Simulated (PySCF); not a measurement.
PbBr, SMILES [Br][Pb+] (connectivity only; charge and spin as stated), charge +1, multiplicity 1.

The structure is a stationary point at B3LYP-D3(BJ)/def2-TZVP. The spin state was assumed, not searched. The def2 effective core potentials stand for the cores of Pb; spin–orbit coupling is left out.

Level of theory: TDA-B3LYP/def2-TZVPD (PySCF).

Vertical excitations; the highest root listed may be one member of a degenerate set. The molecule is in vacuum. State labels are in the subgroup C2v.

```
state  symmetry  energy (eV)  λ (nm)      f                                              main pairs
-----  --------  -----------  ------  -----  ------------------------------------------------------
S1           A2         3.50     354  0.000                      HOMO→LUMO 50 %, HOMO−1→LUMO+1 50 %
S2           A1         3.65     340  0.000               HOMO→LUMO+1, HOMO−1→LUMO (degenerate set)
S3           A2         3.65     340  0.000               HOMO−1→LUMO+1, HOMO→LUMO (degenerate set)
S4           B1         4.14     299  0.011                            HOMO−2→LUMO (degenerate set)
S5           B2         4.14     299  0.011                          HOMO−2→LUMO+1 (degenerate set)
S6           A1         4.78     259  0.074  HOMO−1→LUMO 40 %, HOMO→LUMO+1 40 %, HOMO−2→LUMO+2 20 %
S7           B2         6.13     202  0.005                            HOMO→LUMO+2 (degenerate set)
S8           B1         6.13     202  0.005                          HOMO−1→LUMO+2 (degenerate set)
S9           B1         8.68     143  0.117                          HOMO−1→LUMO+3 (degenerate set)
S10          B2         8.68     143  0.117                            HOMO→LUMO+3 (degenerate set)
T1           A1         3.18     390      0                      HOMO−1→LUMO 50 %, HOMO→LUMO+1 50 %
T2           A1         3.31     374      0               HOMO→LUMO+1, HOMO−1→LUMO (degenerate set)
T3           A2         3.31     374      0               HOMO→LUMO, HOMO−1→LUMO+1 (degenerate set)
T4           A2         3.50     354      0                      HOMO−1→LUMO+1 50 %, HOMO→LUMO 50 %
```
Triplets are in the Tamm–Dancoff approximation.
